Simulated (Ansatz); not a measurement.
Molecule: sum formula H₂BO, net charge 0, doublet state. It need not be the lowest isomer of its formula. SMILES: [BH]O
Structure (B3LYP-D3(BJ)/def2-TZVP (Ansatz, a first-principles code) minimum search):
```
B
O 1 1.3311
H 2 0.9692 1 117.14
H 1 1.2013 2 125.48 3 0.00
```
Charge 0, spin multiplicity 2.

Quantity: atomisation energy (electronic, to ground-state atoms), in kcal/mol. Cores are frozen in the correlated levels unless marked. UHF or UKS for open shells. Spin-orbit coupling is left out. Non-relativistic. The coupled-cluster limit lacks core correlation, which all-electron functionals hold. Basis-set limits of correlation are two-point, X^-3; Hartree-Fock from the larger set. [CCSD(T)-MP2]/basis is that difference in the basis named.

| level | program | atomisation energy (kcal/mol) | minus last row |
|---|---|---|---|
| B3LYP-D3(BJ)/def2-TZVPD | Ansatz + dftd3 | 326.2 | 3.3 |
| B2PLYP-D3(BJ)/def2-TZVPD | Ansatz + dftd3 | 322.6 | -0.3 |
| SCS-MP2/6-31G | Ansatz | 267.6 | -55.3 |
| CCSD/STO-3G | Ansatz | 306.4 | -16.5 |
| CCSD/cc-pVTZ | Ansatz | 309.8 | -13.1 |
| RI-MP2/CBS(def2-TZVPPD,def2-QZVPPD)+[CCSD(T)-MP2]/def2-TZVPPD | Ansatz | 322.5 | -0.4 |
| CCSD(T)/CBS(aug-cc-pVTZ,aug-cc-pVQZ) | Ansatz | 322.9 | 0.0 |
